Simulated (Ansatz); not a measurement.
A further run on ZrBrCl3.

```yaml
crystal:
  periodic: [false, false, false]
  atoms:
    - {symbol: Zr, position_ang: [-0.000147, 0.000194, -0.032574]}
    - {symbol: Br, position_ang: [0.007418, -0.014647, 2.438095]}
    - {symbol: Cl, position_ang: [2.186737, 0.010570, -0.808509]}
    - {symbol: Cl, position_ang: [-1.101954, 1.897932, -0.787102]}
    - {symbol: Cl, position_ang: [-1.092054, -1.894059, -0.809910]}
basis:
  gaussian: {orbitals: def2-mTZVP}
hamiltonian: {xc: {name: r2SCAN}}
scf: {omitted_lower_state_checks: [starts]}
output: {forces: true}
```

```sh
$ ansatz run in.yaml --threads 4 --pin off --events-out ev --progress --plain --max-ram 3916MiB
```

Output, abridged:

```
Functional definition: r2SCAN
1374 factors; their error is unknown
mean field evaluation 1: about -108901.1342 eV, gradient 2.0e1 eV
mean field evaluation 2: about -108899.8703 eV, gradient 3.1e1 eV
mean field evaluation 4: about -108902.1157 eV, gradient 2.9e0 eV
mean field evaluation 8: about -108902.1422 eV, gradient 2.8e-2 eV
mean field evaluation 16: about -108902.1031 eV, gradient 1.6e-5 eV
mean field -108902.10307342 eV, -4002.0784714517 hartree, gradient 1.8e-5 eV, S^2 0.000000; 0 other end points of the search recorded, 0 dependent functions left out
reference -108902.10309081 eV, -4002.0784720906 hartree; 49, 49 occupied and 86, 86 virtual orbitals, 1374 factors
Total energy: -108902.10309081 eV, -4002.0784720906 hartree
Atom 0 at    -0.000147     0.000194    -0.032574 Å, force    -0.000053    -0.000345     0.057338 eV/Å
Atom 1 at     0.007418    -0.014647     2.438095 Å, force     0.000533    -0.001294     0.215336 eV/Å
Atom 2 at     2.186737     0.010570    -0.808509 Å, force     0.229841     0.001152    -0.091764 eV/Å
Atom 3 at    -1.101954     1.897932    -0.787102 Å, force    -0.115680     0.199123    -0.089259 eV/Å
Atom 4 at    -1.092054    -1.894059    -0.809910 Å, force    -0.114641    -0.198636    -0.091651 eV/Å
Dipole moment:     0.000124    -0.000318     0.053002 e Å
Checks for a lower state left out: starts
```

It took 4.5 s on 4 threads of Arm Neoverse V1 on a shared host.

In the def2 sets Zr takes a core potential; there is no spin–orbit coupling.
